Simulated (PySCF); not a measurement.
State search for KN

Unrestricted PBE0; PySCF, spin-free X2C with a Gaussian nucleus, basis sets K x2c-SVPall, N x2c-SVPall. Outer shells of the fragments: K 4s1; N 2s2 2p3.

Followed along the bond (rough minima from three points):

```
2Ms+1    unpaired  ⟨S²⟩ at the start  R at minimum (Å)  Te (eV)
    3        π ↑↑               2.28              2.63     0.00
    3    σ ↑, π ↑               2.04              2.33     0.17
    1        π ↑↓               1.00              2.53     0.68
    1    σ ↓, π ↑               1.00              2.33     0.75
    5  σ ↑↑, π ↑↑               6.00  none in the scan   ≤ 0.90
```

Solutions found at the starting distance of 2.600 Å, counted from the lowest of them; the search is not exhaustive and high or unbound solutions are not listed, so other states can lie among these:

```json
{"2Ms+1": "3", "unpaired": "π ↑↑", "term": "³Σ⁻", "E (eV)": "0.00", "⟨S²⟩": "2.28", "⟨Lz²⟩": "0.00", "μ (D)": "-5.29"}
{"2Ms+1": "3", "unpaired": "σ ↑, π ↑", "term": "³Π", "E (eV)": "0.35", "⟨S²⟩": "2.04", "⟨Lz²⟩": "1.01", "μ (D)": "-8.87"}
{"2Ms+1": "1", "unpaired": "π ↑↓", "term": "mixed", "E (eV)": "0.69", "⟨S²⟩": "1.00", "⟨Lz²⟩": "2.01", "μ (D)": "-7.71"}
{"2Ms+1": "1", "unpaired": "σ ↓, π ↑", "term": "mixed", "E (eV)": "0.94", "⟨S²⟩": "1.00", "⟨Lz²⟩": "1.03", "μ (D)": "-9.07"}
{"2Ms+1": "5", "unpaired": "σ ↑↑, π ↑↑", "term": "⁵Σ⁻", "E (eV)": "1.01", "⟨S²⟩": "6.00", "⟨Lz²⟩": "0.00", "μ (D)": "2.58"}
{"2Ms+1": "3", "unpaired": "σ ↑↑, π ↑↓", "term": "mixed", "E (eV)": "2.24", "⟨S²⟩": "3.00", "⟨Lz²⟩": "2.01", "μ (D)": "2.74"}
{"2Ms+1": "1", "unpaired": "σ ↓↓, π ↑↑", "term": "mixed", "E (eV)": "2.26", "⟨S²⟩": "2.00", "⟨Lz²⟩": "0.00", "μ (D)": "2.93"}
{"2Ms+1": "1", "unpaired": "none", "term": "mixed", "E (eV)": "2.32", "⟨S²⟩": "0.00", "⟨Lz²⟩": "2.00", "μ (D)": "-7.99"}
{"2Ms+1": "5", "unpaired": "σ ↑, π ↑↑↑", "term": "⁵Π", "E (eV)": "2.48", "⟨S²⟩": "6.00", "⟨Lz²⟩": "1.00", "μ (D)": "0.72"}
{"2Ms+1": "3", "unpaired": "σ ↑, π ↑↑↓", "term": "mixed", "E (eV)": "3.70", "⟨S²⟩": "3.00", "⟨Lz²⟩": "3.01", "μ (D)": "0.72"}
```

A term symbol is given only where ⟨S²⟩ and ⟨Lz²⟩ are close to those of a pure state; real π, δ and φ orbitals otherwise mix terms. A positive dipole means K(−)N(+).

Q: Compare the gap between the two lowest followed solutions at the starting distance with the gap between their minima.

A: At PBE0 the second solution (triplet, unpaired electrons σ ↑, π ↑) lies +0.35 eV from the first (triplet, unpaired electrons π ↑↑) at 2.600 Å and +0.17 eV at the minima; the two curves relax by different amounts, since their minima lie near 2.33 and 2.63 Å.

Counting both spins, an empty level lies below a filled one in some of these solutions, because spin and occupation are held.
